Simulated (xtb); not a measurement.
n-butyl acetate (C$_{6}$H$_{12}$O$_{2}$), singlet, geometry from GFN2-xTB; GFN0-xTB with ALPB(methanol) (xtb 6.7.1).

Here is a job for xtb.
```
$ xtb mol.xyz --gfn 0 --alpb methanol --json

# file mol.xyz
20

C     -3.89440677     0.59454652    -0.33914431
C     -2.68001968    -0.31588928    -0.20491072
C     -1.38482384     0.48734588    -0.11951388
C     -0.17218977    -0.42092200     0.01524335
O      1.00033746     0.39177182     0.08275542
C      2.16802990    -0.25184192     0.17766581
C      3.31561892     0.72248799     0.23727749
O      2.26799694    -1.44948390     0.20894184
H     -3.81830555     1.20228703    -1.23782775
H     -4.80696323     0.00670346    -0.39843415
H     -3.96943663     1.25962206     0.51805895
H     -2.78316202    -0.93130463     0.69123698
H     -2.63196905    -0.98823606    -1.06403610
H     -1.41976689     1.15834622     0.74057834
H     -1.26798427     1.09989802    -1.01525903
H     -0.23298041    -1.03303909     0.92249391
H     -0.08587689    -1.09870449    -0.84185072
H      3.18703026     1.38072010     1.09268432
H      3.31828247     1.33210993    -0.66271262
H      4.25120428     0.17893113     0.32178314
```

Q: What does xtb print? Leave out banner, timings and long lists.

A: 
```
   ID    Z sym.   atoms
    1    6 C      1-4, 6, 7
    2    8 O      5, 8
    3    1 H      9-20

           -------------------------------------------------
          |                Calculation Setup                |
           -------------------------------------------------

           -------------------------------------------------
          |                 G F N 0 - x T B                 |
           -------------------------------------------------

      * Solvation model:               ALPB
        Solvent                        methanol
        Parameter file                 internal GFN-FF/ALPB
        Dielectric constant                3.2700E+01
        Reference state                gsolv [1 M gas/solution]
        Free energy shift                  3.4169E-03 Eh       2.1442E+00 kcal/mol
        Temperature                        2.9815E+02 K
        Density                            7.9200E-01 kg/L
        Solvent mass                       3.2040E+01 g/mol
        Interaction kernel             P16
        Born radius scaling (c1)           1.7339E+00
        Born radii integrator          GBOBC
        Born offset                        0.0000E+00 a0       0.0000E+00 AA
        H-bond correction              true
        Ion screening                  false
        Surface tension                    1.0000E-05 Eh       1.5569E+01 dyn/cm
        Grid points                               230 per atom

          ...................................................
          :                      SETUP                      :
          :.................................................:
          :  # basis functions                  56          :
          :  # atomic orbitals                  56          :
          :  # shells                           40          :
          :  # electrons                        48          :
          :  electronic temp.          300.0000000     K    :
          :  accuracy                    1.0000000          :
          :  -> integral cutoff          0.2500000E+02      :
          :  -> integral neglect         0.1000000E-07      :
          ...................................................

         :::::::::::::::::::::::::::::::::::::::::::::::::::::
         ::                     SUMMARY                     ::
         :::::::::::::::::::::::::::::::::::::::::::::::::::::
         :: total energy             -25.937599703438 Eh    ::
         :: total w/o Gsasa/hb       -25.930698272573 Eh    ::
         :: gradient norm              0.034486759338 Eh/a0 ::
         :: HOMO-LUMO gap              4.642708694570 eV    ::
         ::.................................................::
         :: H0 energy                -26.123293753466 Eh    ::
         :: repulsion energy           0.333229303114 Eh    ::
         :: electrostat energy        -0.104488680918 Eh    ::
         :: -> Gsolv                   0.000000000000 Eh    ::
         ::    -> Gsasa               -0.010318358016 Eh    ::
         ::    -> Gshift               0.003416927151 Eh    ::
         :: dispersion energy         -0.005616783482 Eh    ::
         :: short-range corr.         -0.037429788687 Eh    ::
         :: add. restraining           0.000000000000 Eh    ::
         :: total charge               0.000000000000 e     ::
         :::::::::::::::::::::::::::::::::::::::::::::::::::::

           -------------------------------------------------
          |                Property Printout                |
           -------------------------------------------------

    * Orbital Energies and Occupations

         #    Occupation            Energy/Eh            Energy/eV
      -------------------------------------------------------------
         1        2.0000           -0.6896134             -18.7653
       ...           ...                  ...                  ...
        12        2.0000           -0.5379954             -14.6396
[...]
        35                         -0.0857594              -2.3336
       ...                                ...                  ...
        56                          0.4414977              12.0138
      -------------------------------------------------------------
                  HL-Gap            0.1706164 Eh            4.6427 eV
             Fermi-level            0.0000000 Eh            0.0000 eV

     #   Z          covCN         q      C6AA      α(0)
     1   6 C        3.752    -0.502    35.926     8.650
     2   6 C        3.802    -0.111    25.308     7.250
     3   6 C        3.802    -0.229    28.039     7.631
     4   6 C        3.704     0.105    21.237     6.665
     5   8 O        1.704    -0.491    22.495     6.417
     6   6 C        2.716     0.727    16.741     6.676
     7   6 C        3.753    -0.676    42.367     9.393
     8   8 O        0.856    -0.737    29.658     7.307
     9   1 H        0.925     0.189     1.154     1.680
    10   1 H        0.925     0.189     1.156     1.681
    11   1 H        0.925     0.189     1.154     1.680
    12   1 H        0.924     0.110     1.695     2.036
    13   1 H        0.924     0.110     1.695     2.036
    14   1 H        0.924     0.141     1.453     1.885
    15   1 H        0.924     0.141     1.452     1.884
    16   1 H        0.924     0.083     1.948     2.183
    17   1 H        0.924     0.084     1.935     2.176
    18   1 H        0.925     0.221     0.999     1.563
    19   1 H        0.925     0.221     1.000     1.564
    20   1 H        0.925     0.234     0.941     1.517

 Mol. C6AA /au·bohr⁶  :       3090.146739
 Mol. C8AA /au·bohr⁸  :      69419.226607
 Mol. α(0) /au        :         81.873047

Wiberg/Mayer (AO) data.
largest (>0.10) Wiberg bond orders for each atom

 ---------------------------------------------------------------------------
     #   Z sym  total        # sym  WBO       # sym  WBO       # sym  WBO
 ---------------------------------------------------------------------------
     1   6 C    3.978 --     2 C    1.024    10 H    0.983     9 H    0.982
                            11 H    0.982
     2   6 C    3.988 --     1 C    1.024     3 C    1.010    12 H    0.978
                            13 H    0.978
     3   6 C    3.988 --     4 C    1.015     2 C    1.010    14 H    0.974
                            15 H    0.974
     4   6 C    3.957 --     3 C    1.015    16 H    0.972    17 H    0.971
                             5 O    0.960
     5   8 O    2.442 --     6 C    1.210     4 C    0.960     8 O    0.195
     6   6 C    3.884 --     8 O    1.673     5 O    1.210     7 C    0.975
     7   6 C    3.977 --    20 H    0.979     6 C    0.975    18 H    0.967
                            19 H    0.967
     8   8 O    1.970 --     6 C    1.673     5 O    0.195
     9   1 H    0.981 --     1 C    0.982
    10   1 H    0.982 --     1 C    0.983
    11   1 H    0.981 --     1 C    0.982
    12   1 H    0.982 --     2 C    0.978
    13   1 H    0.982 --     2 C    0.978
    14   1 H    0.984 --     3 C    0.974
    15   1 H    0.984 --     3 C    0.974
    16   1 H    0.994 --     4 C    0.972
    17   1 H    0.994 --     4 C    0.971
    18   1 H    0.987 --     7 C    0.967
    19   1 H    0.987 --     7 C    0.967
    20   1 H    0.987 --     7 C    0.979
 ---------------------------------------------------------------------------

Topologies differ in total number of bonds
Writing topology from bond orders to xtbtopo.mol

 dipole moment from electron density (au)
     X       Y       Z
  -0.5628   1.1307  -0.0647  total (Debye):    3.215

           -------------------------------------------------
          | TOTAL ENERGY              -25.937599703438 Eh   |
          | GRADIENT NORM               0.034486759338 Eh/α |
          | HOMO-LUMO GAP               4.642708694570 eV   |
           -------------------------------------------------

normal termination of xtb
```
